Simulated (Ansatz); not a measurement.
One geometry of Al₁₀As₁₀H₃₀⁻, a nanocrystal cut from zinc blende AlAs (hydrogen-capped), several levels of theory.

```yaml
crystal:
  periodic: [false, false, false]
  atoms:
    - {symbol: Al, position_ang: [-2.029469, -2.335338, -0.610298]}
    - {symbol: Al, position_ang: [-2.623383, 1.177078, -3.583048]}
    - {symbol: Al, position_ang: [-2.341584, 0.598255, 2.023526]}
    - {symbol: Al, position_ang: [-1.980684, 3.761174, -0.666806]}
    - {symbol: Al, position_ang: [0.688428, -2.007025, -3.762013]}
    - {symbol: Al, position_ang: [0.629896, -2.019677, 2.330540]}
    - {symbol: Al, position_ang: [3.591541, -2.602054, -1.185922]}
    - {symbol: Al, position_ang: [0.700986, 0.709371, -0.709604]}
    - {symbol: Al, position_ang: [1.157963, 3.572466, 2.632341]}
    - {symbol: Al, position_ang: [3.774939, 0.715516, 1.968083]}
    - {symbol: As, position_ang: [-3.164294, -1.053596, -2.453777]}
    - {symbol: As, position_ang: [-0.412860, -3.546226, -2.069228]}
    - {symbol: As, position_ang: [-0.716668, -0.723334, 0.719175]}
    - {symbol: As, position_ang: [-0.818724, 2.073088, -2.084392]}
    - {symbol: As, position_ang: [-3.540011, 2.069395, 0.405153]}
    - {symbol: As, position_ang: [-1.071943, 2.441610, 3.174426]}
    - {symbol: As, position_ang: [2.077785, -0.806645, -2.076405]}
    - {symbol: As, position_ang: [2.474398, -3.151811, 1.048086]}
    - {symbol: As, position_ang: [2.100293, -0.397755, 3.521753]}
    - {symbol: As, position_ang: [2.056396, 2.096877, 0.806904]}
    - {symbol: H, position_ang: [-3.047104, -3.228925, 0.217883]}
    - {symbol: H, position_ang: [-2.154154, 0.904630, -5.073125]}
    - {symbol: H, position_ang: [-3.924677, 2.037103, -3.231314]}
    - {symbol: H, position_ang: [-3.248044, -0.236960, 3.023568]}
    - {symbol: H, position_ang: [-2.757863, 4.858149, -1.509938]}
    - {symbol: H, position_ang: [-1.134256, 4.120520, 0.642901]}
    - {symbol: H, position_ang: [-0.617986, -1.175849, -4.168057]}
    - {symbol: H, position_ang: [1.559985, -2.806578, -4.822568]}
    - {symbol: H, position_ang: [-0.188650, -3.029920, 3.241340]}
    - {symbol: H, position_ang: [3.235758, -3.904872, -2.041540]}
    - {symbol: H, position_ang: [5.084194, -2.133986, -0.925618]}
    - {symbol: H, position_ang: [0.894236, 5.073769, 2.190137]}
    - {symbol: H, position_ang: [2.021397, 3.199105, 3.926576]}
    - {symbol: H, position_ang: [4.179247, -0.579449, 1.119977]}
    - {symbol: H, position_ang: [4.839751, 1.589192, 2.759098]}
    - {symbol: H, position_ang: [-3.359414, -2.091306, -3.533679]}
    - {symbol: H, position_ang: [-4.609149, -0.995834, -2.005458]}
    - {symbol: H, position_ang: [-1.215343, -4.641798, -2.730203]}
    - {symbol: H, position_ang: [0.515681, -4.420339, -1.263829]}
    - {symbol: H, position_ang: [0.105872, 2.877943, -2.969553]}
    - {symbol: H, position_ang: [-4.401550, 1.272707, -0.541360]}
    - {symbol: H, position_ang: [-4.644301, 2.721262, 1.202273]}
    - {symbol: H, position_ang: [-2.109786, 3.522120, 3.363291]}
    - {symbol: H, position_ang: [-1.025595, 1.988585, 4.617967]}
    - {symbol: H, position_ang: [2.958794, 0.116502, -2.887999]}
    - {symbol: H, position_ang: [2.029169, -4.598339, 0.997139]}
    - {symbol: H, position_ang: [3.561443, -3.340693, 2.079690]}
    - {symbol: H, position_ang: [2.769438, -1.198425, 4.614104]}
    - {symbol: H, position_ang: [1.294006, 0.527587, 4.399323]}
    - {symbol: H, position_ang: [2.835896, 3.002735, -0.119512]}
basis:
  gaussian: {orbitals: def2-SVP, fitting: {mean_field: def2-universal-jkfit}, initial_orbitals: start.molden}
total_charge: -1
magnetization: {spin_polarized: true, initial_magnetization: 1}
hamiltonian: {xc: pbe, dispersion: d4}
scf: {omitted_lower_state_checks: [starts]}
output: {orbitals: {seedname: orbitals}}
```

The file start.molden holds the orbitals of an earlier run on this structure, at another level or in another basis.

```sh
$ ansatz run in.yaml --threads 5 --pin off --events-out ev --progress --plain --max-ram 66560MiB --backend cuda --devices 0, --max-vram 37GiB
```

Output, abridged:

```
Functional definition: PBE
4480 factors; integrals over basis functions are off by at most 3.5e-1 eV
mean field evaluation 1: about -674657.9146 eV, gradient 1.3e1 eV
mean field evaluation 2: about -674658.4646 eV, gradient 5.5e-1 eV
mean field evaluation 4: about -674658.4669 eV, gradient 1.7e-2 eV
mean field evaluation 8: about -674658.4669 eV, gradient 2.4e-5 eV
mean field -674658.46689807 eV, -24793.2413585706 hartree, gradient 1.1e-5 eV, S^2 0.750918; 0 other end points of the search recorded, 0 dependent functions left out
reference -674658.46700443 eV, -24793.2413624793 hartree; 246, 245 occupied and 404, 405 virtual orbitals, 4480 factors
Total energy: -674662.09250801 eV, -24793.3745972783 hartree
Checks for a lower state left out: starts
```

It took 22 s on 5 threads of AMD EPYC 7R13 on a shared host and a share (37 GiB) of an NVIDIA H100 80GB HBM3, peak host memory 1.4 GiB.

First input, but with `gaussian: {orbitals: def2-SVP, fitting: {mean_field: def2-universal-jkfit}}`, `hamiltonian: {xc: pbe0, dispersion: d4}` (abridged; 28 s):

```
Functional definition: PBE0
mean field evaluation 16: about -674684.6159 eV, gradient 5.8e-3 eV
mean field evaluation 32: about -674684.6159 eV, gradient 1.9e-5 eV
mean field -674684.61586499 eV, -24794.2023153805 hartree, gradient 6.4e-6 eV, S^2 0.751985
Total energy: -674687.93918620 eV, -24794.3244451823 hartree
Checks for a lower state left out: starts
```

First input, but with `hamiltonian: {xc: {name: PBE-QIDH}}` and without the key `output` (abridged; 35 s):

```
Functional definition: PBE-QIDH
mean field -674535.81795281 eV, -24788.7340929669 hartree, gradient 1.6e-6 eV, S^2 0.755063
140 core orbitals not correlated: weight in the atoms' cores, before any rotation towards them, 1.000 or more for the frozen orbitals, at most 0.000 for the correlated occupied ones
second order -98.72695477 eV of doubles, -0.00000000 eV of singles
Total energy: -674568.72696913 eV, -24789.9434770100 hartree
Checks for a lower state left out: starts
```

Geometry: r2SCAN-D4/def2-SVP, that of the neutral singlet.

Correlated methods freeze 140 core orbitals; core or outer-core shells of As are correlated, in sets that lack core-valence functions. Single mean-field runs in def2-SVP are fitted with def2-universal-jkfit. At PBE-D4/def2-SVP, PBE0-D4/def2-SVP the highest occupied level of the charge -1 doublet lies above zero (up to 0.35 eV). By energy differences its removal costs 1.09 eV (vertical, to the charge 0 singlet, at PBE-D4/def2-SVP); self-interaction error and the lack of diffuse functions both raise the level.
